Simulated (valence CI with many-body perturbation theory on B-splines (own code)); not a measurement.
## From CI to CI+MBPT in Ag42+

Calculated by configuration interaction combined with many-body perturbation theory (CI+MBPT): three valence electrons over a frozen Dirac-Fock core [He], radial functions for each j: 11 s, 11 p, 9 d, 7 f, 5 g, 2 h, 1 i, with the one-electron correlation potential Σ1 (screened to all orders), the two-electron term Σ2, the three-electron term Σ3, Breit, model QED; selected single and double excitations, second order for the rest (own B-spline code, finite nucleus).

The last digits are not significant, and no measured levels were compared; by estimate large intervals hold to a few tenths of a per cent, small ones and those within an open d or f shell to about a per cent.

Each rung adds one term. CI alone is the Dirac-Coulomb CI over the frozen core; QED comes last and gives the full result, which names the levels. Energies are above (2s^2 2p1/2) J=1/2 on the same rung, in Ry.

Levels are named by their leading jj configuration (3d3/2^4 stands for four electrons in 3d with j = 3/2), which in mixed levels can hold well under half, so a name can repeat and another be missing. Letters in brackets count levels of one name in rising energy.

```tsv
Level	CI alone	Σ1	Σ2	Σ3	Breit	QED	Full
(2s 2p1/2^2) J=1/2	9.71	-0.017	-0.005	-0.001	+0.297	-0.272	9.72
(2s^2 2p3/2) J=3/2	14.59	+0.005	0.000	0.000	-0.277	+0.023	14.34
(2s 2p1/2 2p3/2) J=3/2 [a]	21.42	-0.012	-0.002	+0.001	+0.024	-0.244	21.19
(2s 2p1/2 2p3/2) J=5/2	23.60	-0.012	-0.004	-0.001	-0.163	-0.244	23.18
(2s 2p1/2 2p3/2) J=3/2 [b]	26.69	-0.012	-0.013	-0.003	-0.073	-0.246	26.34
(2s 2p1/2 2p3/2) J=1/2	26.78	-0.012	-0.021	-0.003	+0.050	-0.248	26.55
(2s 2p3/2^2) J=5/2	37.46	-0.007	-0.004	-0.001	-0.342	-0.217	36.89
(2p1/2^2 2p3/2) J=3/2	37.32	-0.028	-0.026	-0.004	+0.260	-0.513	37.01
(2s 2p3/2^2) J=1/2	41.87	-0.007	-0.006	-0.004	-0.160	-0.218	41.48
(2s 2p3/2^2) J=3/2	42.11	-0.007	-0.021	-0.004	-0.298	-0.219	41.56
(2p1/2 2p3/2^2) J=3/2	49.99	-0.024	-0.026	-0.003	+0.011	-0.493	49.46
(2p1/2 2p3/2^2) J=5/2	51.45	-0.024	-0.023	-0.003	-0.173	-0.493	50.74
(2p1/2 2p3/2^2) J=1/2	53.62	-0.023	-0.021	-0.004	+0.071	-0.490	53.15
(2p3/2^3) J=3/2	66.71	-0.018	-0.021	-0.003	-0.266	-0.463	65.93
(2s^2 3s) J=1/2	279.76	+0.026	-0.004	-0.003	-0.451	+0.081	279.41
(2s^2 3p1/2) J=1/2	283.22	+0.022	-0.005	-0.003	-0.366	-0.003	282.86
(2s 2p1/2 3s) J=1/2 [a]	286.52	+0.009	-0.003	-0.003	-0.179	-0.184	286.16
(2s^2 3p3/2) J=3/2	286.99	+0.018	-0.005	-0.003	-0.380	-0.064	286.56
(2s 2p1/2 3s) J=3/2	288.33	+0.015	-0.007	-0.003	-0.334	-0.113	287.88
(2s 2p1/2 3s) J=1/2 [b]	288.91	+0.009	-0.005	-0.003	-0.221	-0.186	288.50
(2s 2p1/2 3p1/2) J=1/2 [a]	289.45	+0.006	-0.003	-0.003	-0.094	-0.266	289.09
(2s^2 3d3/2) J=3/2	290.20	+0.021	-0.005	-0.003	-0.468	-0.044	289.70
(2s 2p1/2 3p1/2) J=3/2	290.90	+0.011	-0.007	-0.003	-0.229	-0.219	290.45
(2s^2 3d5/2) J=5/2	291.58	+0.026	-0.005	-0.003	-0.524	+0.005	291.08
(2s 2p1/2 3p1/2) J=1/2 [b]	292.32	+0.006	-0.009	-0.003	-0.128	-0.264	291.92
(2s 2p1/2 3p3/2) J=3/2 [a]	294.30	+0.007	-0.004	-0.003	-0.176	-0.257	293.87
(2s 2p1/2 3p3/2) J=1/2	295.34	+0.005	-0.008	-0.003	-0.209	-0.275	294.85
(2s 2p1/2 3p3/2) J=5/2	295.65	+0.007	-0.007	-0.003	-0.271	-0.256	295.12
(2s 2p1/2 3p3/2) J=3/2 [b]	295.87	+0.007	-0.009	-0.003	-0.251	-0.258	295.36
(2s 2p1/2 3d3/2) J=3/2 [a]	296.37	+0.010	-0.003	-0.003	-0.199	-0.264	295.91
(2s 2p1/2 3d3/2) J=5/2	297.58	+0.010	-0.005	-0.003	-0.284	-0.263	297.04
```

The middle columns are the shifts that each term adds.

Q: How does the ionisation energy move along the ladder, and which term matters most?

A: CI alone 6793.9, + Σ1 6794.3, + Σ2 6794.2, + Σ3 6794.2, + Breit 6787.0, + QED 6787.0 eV. The largest step is Breit, -7.2 eV. NIST lists 6785 ± 5 eV (semi-empirical).
